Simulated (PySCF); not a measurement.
Two-dimensional NMR puzzle

Compound of formula C5H12OSi. Correlations simulated from computed shifts and the bond graph:

HSQC (one-bond C–H):
```
  δH     δC
6.56  152.9
4.87  100.6
4.51  100.6
1.27   17.8
1.11   18.5
```

COSY cross peaks (H two or three bonds apart, from the bond graph; peaks can be absent where the dihedral angle is near 90°):
```
  δH    δH
6.56  4.87
6.56  4.51
4.87  4.51
4.75  1.27
1.27  1.11
```

HMBC (two and three bonds, from the bond graph):
```
  δH                 δC
6.56              100.6
4.87              152.9
4.75  152.9, 18.5, 17.8
4.51              152.9
1.27               18.5
1.11         18.5, 17.8
```

- geometry from GFN2-xTB
- shielding tensors at PBE0/pcSseg-1 (GIAO)
- run in PySCF
- non-relativistic Hamiltonian, no solvent, averaged over atoms made equivalent by symmetry, fast rotation or ring inversion, single conformer

Shifts are taken against calculated references (same method and geometry level): ¹H and ¹³C vs TMS.

Exchangeable hydrogens are left out of these lists.

**Question.** Which molecule is this?

**Answer.** SMILES C=CO[SiH2]C(C)C.

Atom-mapped SMILES (the numbers label the heavy atoms): `[CH2:1]=[CH:2][O:3][SiH2:4][CH:5]([CH3:6])[CH3:7]`; H(Xn) means a hydrogen on atom n. Ha(C1) is cis to O3; Hb(C1) is trans to O3.

1. δC 152.9 is C2, an alkene carbon bearing oxygen (δH 6.56).
2. δC 100.6 is C1, a β carbon of an enol-ether or enamine type C=C (δH 4.51, 4.87).
3. δC 18.5 is C6/C7, a methyl carbon (δH 1.11).
4. δC 17.8 is C5, an sp3 CH bonded to Si (δH 1.27).
5. COSY links 6.56–4.87, 6.56–4.51, 4.87–4.51, 4.75–1.27, 1.27–1.11.

The shifts were computed for this structure.

Shifts are as computed. Against solution values, carbons near 30 ppm lie about +3 ppm off and those near 130 ppm about +5 ppm. Of 1211 compounds with measured shifts, 218 miss one by over three times the rms of a fit or turn the order of signals round; such compounds aren't used in these exercises.
